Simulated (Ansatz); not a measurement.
Input file for Ansatz (a program for electronic structure): R-CCSD(T)/def2-TZVPPD on BrCdH (SMILES [Br][CdH]), atoms moved off the minimum. Elements past Kr take the def2 small-core potentials; no spin–orbit coupling. Files ending in .json are basis or fitting sets from the Basis Set Exchange. The run froze 18 orbitals, filled d shells among them.

Ansatz 0.2 input:
```yaml
crystal:
  periodic: [false, false, false]
  atoms:
    - {symbol: Cd, position_ang: [0.10606995, -0.03744719, -0.93245766]}
    - {symbol: H, position_ang: [0.12096877, -0.00328109, -2.63243527]}
    - {symbol: Br, position_ang: [0.15324980, -0.09821281, 1.43006180]}
basis:
  gaussian:
    orbitals: def2-TZVPPD.json
magnetization: {spin_polarized: false}
correlation: {method: ccsd_t, electrons: outside_noble_gas}
scf: {lower_state_search: off}
output: {forces: true}
```

What total energy does the run end on?

-2740.5336 hartree (reference determinant -2739.9113, T1 diagnostic 0.014).

How many basis functions does it have, and what does it roughly cost on one machine?

130 functions; roughly 70 core-seconds.
